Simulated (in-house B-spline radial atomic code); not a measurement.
A fraction x of an electron is removed from 3p in neutral scandium, starting from [Ar] 3d1 4s2 and keeping the highest spin. Level of theory: scalar-relativistic (X2C) Hartree-Fock with fractional occupations, spin-polarised, spherical fractional occupations, Fermi nucleus of rms radius 3.5459 fm; calculated with an all-electron radial atomic-structure program (B-spline basis).

Caution: exact exchange at fractional occupations of open shells leaves self-interaction of up to several eV.

```tsv
x	E(x) - E(0) (eV)	3p down level (eV)
0	0.0000	-45.569
0.05	2.2679	-45.191
0.14	6.3238	-45.018
0.37	?	?
0.49	22.2278	-46.098
0.5	22.6890	-46.145
0.58	26.3962	-46.541
0.69	31.5479	-47.134
0.77	?	?
0.99	45.9562	-48.967
1	46.4462	-49.033
```

Task: What belongs in the row x = 0.37?

Result: An energy change of 16.7279 eV; 3p down at -45.583 eV.

Task: What belongs in the row x = 0.77?

Result: An energy change of 35.3369 eV; 3p down at -47.595 eV.

Task: Check Janak's theorem between x = 0.05 and 0.14.

Result: The slope of the energy is 45.07 eV; the orbital levels give 45.10 eV (-ε of the emptying orbital, averaged over the two points).
